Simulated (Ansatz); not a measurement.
```xyz
6

C    -0.428    0.288    0.400
Ge    1.504    0.220   -0.047
Br    1.321   -1.382   -1.767
H    -0.996    0.606   -0.480
H    -0.618    0.979    1.224
H    -0.784   -0.711    0.671
```

The species carries charge 0 and has multiplicity 1.

Task: List the r2SCAN/def2-TZVPP orbital energies in eV (Ansatz 0.2.0). (Estimate.)

Result: Computed: Occupied: -13121.61, -10834.98, -1694.84, -1525.58, -1525.55, -1525.53, -1350.03, -1200.13, -1200.08, -1200.02, -272.95, -234.48, -174.67, -174.57, -174.48, -168.13, -118.01, -117.82, -117.61, -68.52, -68.50, -68.44, -68.37, -68.36, -31.22, -31.18, -31.02, -30.93, -30.88, -19.74, -18.22, -12.47, -10.57, -10.48, -8.47, -7.66, -7.48, -6.01. Lowest empty: -3.45, -0.74, 0.97, 2.18, 2.93, 2.99, 4.46, 4.89.
